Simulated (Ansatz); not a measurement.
## Pulling the pair apart

The pair of F2 (SMILES FF, atoms 1–2) and GeH4 (SMILES [GeH4], atoms 3–7), both closed shells, in one local arrangement (a lower one may exist), relaxed at PBE0-D4/def2-TZVP:

```
7
angstrom
F 0.5290 0.2761 -2.4617
F -0.7011 -0.2619 -2.7622
Ge 0.0343 -0.0029 1.0440
H -0.1710 -0.1241 2.5602
H -1.0471 0.9114 0.4538
H -0.0638 -1.3931 0.4027
H 1.4195 0.5944 0.7633
```

GeH4 is shifted rigidly along the line between the mean atom positions of the two fragments (negative: closer). Counterpoise interaction energies in kJ/mol. Ansatz 0.2.0; basis: def2-TZVPPD; cores frozen in the correlated methods. Filled d shells of the heavier atoms are correlated. The def2 sets are not built for correlating such inner shells, so the correlated values are less sure here.

```
shift (Å)  PBE-D4  PBE0-D4  r2SCAN-D4
    -0.36    -0.9     -0.5       -2.0
    -0.18    -2.0     -1.6       -2.7
     0.00    -2.3     -1.9       -2.7
     0.18    -2.2     -1.9       -2.4
     0.43    -1.7     -1.5       -1.8
     0.89    -0.8     -0.8       -1.0
     1.78     0.1      0.0       -0.2
     3.55     0.5      0.4        0.1
```

At the largest shift the D4 term itself is slightly repulsive (PBE-D4 +4.9 meV, PBE0-D4 +3.9 meV, r2SCAN-D4 +0.7 meV): a quirk of that model, not of the functional.

Task: What does CCSD(T) give at these shifts? (An estimate is asked for; the value comes from the calculation.)

Result: Computed: -0.3, -1.5, -1.8, -1.8, -1.5, -0.9, -0.3, -0.1 kJ/mol. For zero shift, CCSD(T) at an estimated basis limit (MP2 extrapolated from triple and quadruple zeta, plus CCSD(T) − MP2 in triple zeta) gives -2.3 kJ/mol. These are counterpoise interaction energies, counted from the two frozen fragments.

No T1 diagnostic of these runs exceeds 0.012. The restricted Hartree–Fock reference is unstable towards an unrestricted one here.

For scale, one of the runs: CCSD(T)/def2-TZVPPD, 202 basis functions, launched by `ansatz run in.yaml --threads 4 --pin off --events-out ev --progress --plain --max-ram 9574MiB`. Time: 110 s of wall clock on 4 CPU threads of an Arm Neoverse N1; the host was shared. Peak host memory: 2.6 GiB.
